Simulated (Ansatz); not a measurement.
Cartesian coordinates (Å):
```xyz
5

F     -0.8189     1.1952    -0.2095
B     -0.5347    -0.0802     0.0001
F     -1.5384    -0.9340     0.1121
S      1.1596    -0.6915     0.1374
H      1.7324     0.5106    -0.0402
```
Charge +1, spin multiplicity 2.

Computed with frozen-core CCSD(T)/cc-pVTZ // B3LYP-D3(BJ)/def2-TZVP run with Ansatz (an electronic-structure program). The geometry is that of the parent before the electron was removed.

| Property | Result |
|---|---|
| HF energy | -621.57156 Ha |
| MP2 correlation energy | -0.73127 Ha |

Q: Estimate the CCSD correlation energy, the (T) correction, the total energy and the T1 diagnostic.

A: 
```json
{
 "CCSD correlation energy": "-0.75347 Ha",
 "(T) correction": "-0.02576 Ha",
 "CCSD(T) total energy": "-622.35079 Ha",
 "T1 diagnostic": "0.016"
}
```
